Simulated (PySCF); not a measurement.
CH₂O, SMILES [C-](/[H])=[O+]\[H]. Heavy atoms are numbered as in [H]/[C-:1]=[O+:2]/[H]. Hydrogens are named by the atom that carries them.

The structure is a stationary point at ωB97X-D3(BJ)/def2-TZVPD.

Method: PySCF with B3LYP/pcSseg-2.

GIAO shieldings, no solvent; atoms alike by connectivity are averaged. δ = σ(ref) − σ: ¹³C against TMS (σ = 181.3 ppm); ¹⁷O against H2O (σ = 325.5 ppm); ¹H against TMS (σ = 31.68 ppm), references at their B3LYP-D3(BJ)/def2-TZVP geometries, non-relativistic.

```tsv
nucleus	atoms	count	δ (ppm)
¹³C	C1 (CH)	1	559.1
¹⁷O	O2 (OH)	1	572.1
¹H	H on C1	1	16.69
¹H	H on O2	1	15.25
```
